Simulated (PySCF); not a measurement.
Symmetry of computed structures. Level of theory: PBE0/pcSseg-1 in PySCF (dipole) on a GFN2-xTB geometry, gas phase. The symmetry is that of the one conformer found, every atom within 0.08 Å of its image; none is proved a minimum here.

(1) `[CH3:1][C:2]#[C:3][CH2:4][CH2:5][NH:6][Si@:7]([CH3:8])([NH2:9])[OH:10]` with C3–C4–C5–N6 180°, C4–C5–N6–Si7 89°, C5–N6–Si7–C8 -56°, N6–Si7–N9–H 60° and -168°, N6–Si7–O10–H 56°: symmetry, top, dipole?

(2) `[CH3:1][CH:2]1[CH:3]=[CH:4][P:5]([C:6]([F:7])([F:8])[F:9])[CH:10]=[CH:11]1` with C1–C2–C3–C4 -83°, C3–C4–P5–C6 -130°, C4–P5–C10–C11 34°, C1–C2–C11–C10 83°: symmetry, top, dipole?

(3) Point group, rotor type and polarity of `[F:1][C:2]([F:3])([F:4])[CH2:5][P:6]1[CH:7]=[CH:8][CH2:9][CH:10]=[CH:11]1` with C2–C5–P6–C7 173°, C5–P6–C7–C8 134°, C7–C8–C9–C10 -34°, C8–C9–C10–C11 34°, C5–P6–C11–C10 -132°?

(4) `[O-:1][n+:2]1[cH:3][cH:4][cH:5][c:6]([CH:7]2[CH2:8][CH2:9]2)[cH:10]1` with C5–C6–C7–C8 145°: symmetry, top, dipole?

Results:

(1) C1; near-prolate asymmetric top; symmetry number 1; this conformer is chiral (no improper operation); dipole 1.39 D.

(2) Cs; near-prolate asymmetric top; symmetry number 1; 2 operations, which sort the 19 atoms into 13 sets; dipole 3.23 D, in the ac plane, which is the mirror; heavy atoms equivalent by symmetry: C3/C11, C4/C10, F7/F8.

(3) C1; near-prolate asymmetric top; symmetry number 1; this conformer is chiral (no improper operation); dipole 3.45 D; A, B, C = 2378, 526.2, 483.6 MHz.

(4) Cs; asymmetric top; symmetry number 1; 2 operations, which sort the 19 atoms into 16 sets; dipole 4.40 D, in the ab plane, which is the mirror; A, B, C = 2645, 984.5, 760.1 MHz.
